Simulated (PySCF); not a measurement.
# Partial charges of `CC(=O)OC=C1C=C1`

Species: C6H6O2.
Cartesian coordinates in Å at the GFN2-xTB level; atoms count from 1:
```xyz
14
C6H6O2 angstrom
C     -2.6716   -0.0204    0.7271
C     -1.2340    0.1237    0.2856
O     -0.7378    1.1548   -0.0916
O     -0.6044   -1.0476    0.3724
C      0.7468   -1.1729    0.0184
C      1.6523   -0.2311    0.1297
C      2.1106    1.1034    0.4650
C      3.0058    0.2612   -0.0202
H     -2.9020   -1.0603    0.9344
H     -2.8288    0.5787    1.6213
H     -3.3236    0.3630   -0.0537
H      0.9513   -2.1688   -0.3403
H      1.8343    2.0659    0.8177
H      4.0005    0.0498   -0.3279
```

Density: PBE0/pcSseg-1 (PySCF); schemes: Mulliken, IAO, Hirshfeld and ESP-fitted. The structure is a single GFN2-xTB conformer in the gas phase; no vibrational or solvent corrections.

Task: For which atoms does the sign change between the 4 schemes (beyond +0.03 e in one, beyond −0.03 e in another)?

Result: C5 and C6. Atomic charges aren't observables, and each scheme defines them in its own way.

Task: Do the Mulliken, IAO, Hirshfeld and ESP-fitted schemes agree on where the charge is lowest?

Result: The schemes don't all agree: Mulliken O4 (-0.448); IAO O3 (-0.482); Hirshfeld O3 (-0.269); ESP-fitted C1 (-0.702).

Task: Do the Mulliken, IAO, Hirshfeld and ESP-fitted schemes agree on where the charge is highest?

Result: All schemes agree: Mulliken C2 (+0.393); IAO C2 (+0.526); Hirshfeld C2 (+0.212); ESP-fitted C2 (+0.854).

Task: What partial charge does each atom carry?

Result: In e:

| atom | environment | Mulliken | IAO | Hirshfeld | ESP-fitted |
| --- | --- | --- | --- | --- | --- |
| C1 | methyl carbon next to a carbonyl | -0.251 | -0.476 | -0.126 | -0.702 |
| C2 | ester carbonyl carbon | +0.393 | +0.526 | +0.212 | +0.854 |
| O3 | ester carbonyl oxygen | -0.425 | -0.482 | -0.269 | -0.562 |
| O4 | ester single-bonded oxygen | -0.448 | -0.314 | -0.095 | -0.274 |
| C5 | vinylic carbon bearing oxygen | +0.126 | -0.101 | -0.055 | -0.379 |
| C6 | fully substituted alkene carbon | -0.011 | -0.001 | -0.034 | +0.205 |
| C7 | alkene CH carbon | -0.004 | -0.084 | -0.003 | -0.076 |
| C8 | alkene CH carbon | -0.074 | -0.114 | -0.010 | -0.277 |
| H9 | methyl hydrogen | +0.135 | +0.164 | +0.046 | +0.175 |
| H10 | methyl hydrogen | +0.143 | +0.170 | +0.057 | +0.190 |
| H11 | methyl hydrogen | +0.142 | +0.171 | +0.057 | +0.195 |
| H12 | vinylic hydrogen | +0.101 | +0.163 | +0.044 | +0.213 |
| H13 | vinylic hydrogen | +0.091 | +0.196 | +0.090 | +0.200 |
| H14 | vinylic hydrogen | +0.083 | +0.184 | +0.087 | +0.238 |

Mean size of the charges over all atoms: ESP-fitted 0.324 e, IAO 0.225 e, Mulliken 0.173 e, Hirshfeld 0.085 e. Each set sums to the total charge, 0, to within 0.001 e. The Mulliken scheme gives each basis function's population to the atom it is centred on and halves the overlap population of two atoms between them. The IAO scheme counts the electrons in orthogonalised intrinsic atomic orbitals, a minimal basis polarised so that it spans the occupied orbitals exactly.

Task: Sum the charges by element.

Result: 
```json
{"element": "C", "atoms": "6", "Mulliken": "+0.179", "IAO": "-0.250", "Hirshfeld": "-0.017", "ESP-fitted": "-0.376"}
{"element": "O", "atoms": "2", "Mulliken": "-0.873", "IAO": "-0.796", "Hirshfeld": "-0.364", "ESP-fitted": "-0.836"}
{"element": "H", "atoms": "6", "Mulliken": "+0.694", "IAO": "+1.047", "Hirshfeld": "+0.381", "ESP-fitted": "+1.212"}
```

Task: How many electrons does the IAO scheme count on C8?

Result: Z − q = 6 − (-0.114) = 6.114.

Task: How closely do the schemes follow one another over all atoms?

Result: Correlation coefficient and root-mean-square difference: IAO with ESP-fitted 0.96, 0.151 e; IAO with Hirshfeld 0.95, 0.171 e; Mulliken with IAO 0.92, 0.112 e; Hirshfeld with ESP-fitted 0.89, 0.295 e; Mulliken with Hirshfeld 0.88, 0.136 e; Mulliken with ESP-fitted 0.80, 0.249 e.

These values come from a run that also computed NMR shieldings. Hardware: an Arm Neoverse V1 with one thread, shared host with 32 logical CPUs at a one-minute load of 13. Cost: 18 s of wall time, 0.73 GiB resident at most.
